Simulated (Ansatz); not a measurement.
Start from `[SiH3][SiH](Cl)Br` and change one atom or group to get `[AlH2][SiH]([SiH3])Cl`.

Ansatz, PBE0-D4/def2-TZVP geometries, multiplicity 1. 

Scalar relativity is left out up to krypton. Spin–orbit coupling is left out; it splits and shifts lone-pair levels of the heavy atoms by tenths of an eV.

```json
{"property": "size of the dipole moment (B3LYP/def2-TZVPP) / D", "`[SiH3][SiH](Cl)Br`": "1.49"}
{"property": "LUMO energy (B3LYP/def2-TZVPP) / eV", "`[SiH3][SiH](Cl)Br`": "-0.93"}
{"property": "HOMO–LUMO gap (ωB97M-V/def2-TZVPP) / eV", "`[SiH3][SiH](Cl)Br`": "11.28"}
{"property": "LUMO energy (PBE/def2-TZVPP) / eV", "`[SiH3][SiH](Cl)Br`": "-1.61"}
{"property": "size of the dipole moment (ωB97M-V/def2-TZVPP) / D", "`[SiH3][SiH](Cl)Br`": "1.53"}
{"property": "HOMO–LUMO gap (PBE/def2-TZVPP) / eV", "`[SiH3][SiH](Cl)Br`": "5.33"}
```

Question: What does the change do to each property? (An estimate is asked.)

Answer: The calculation gave: 
```tsv
property	`[AlH2][SiH]([SiH3])Cl`	shift
size of the dipole moment (B3LYP/def2-TZVPP) / D	1.39	-0.10
LUMO energy (B3LYP/def2-TZVPP) / eV	-2.54	-1.61
HOMO–LUMO gap (ωB97M-V/def2-TZVPP) / eV	8.53	-2.75
LUMO energy (PBE/def2-TZVPP) / eV	-3.09	-1.48
size of the dipole moment (ωB97M-V/def2-TZVPP) / D	1.44	-0.09
HOMO–LUMO gap (PBE/def2-TZVPP) / eV	3.19	-2.14
```

With PBE0 the HOMO rises by 0.79 eV and the LUMO falls by 1.60 eV, so the gap narrows by about 2.39 eV. PBE moves the HOMO by 0.66 eV and ωB97M-V by 0.91 eV. The zero-point energy changes by 31.3 kJ/mol with +6 modes. Dipoles are sizes alone; their direction can turn.

Positive LUMOs are unbound, so they and the gaps depend on the basis.

B3LYP here is the variant with VWN-RPA as its local correlation; programs differ in this.
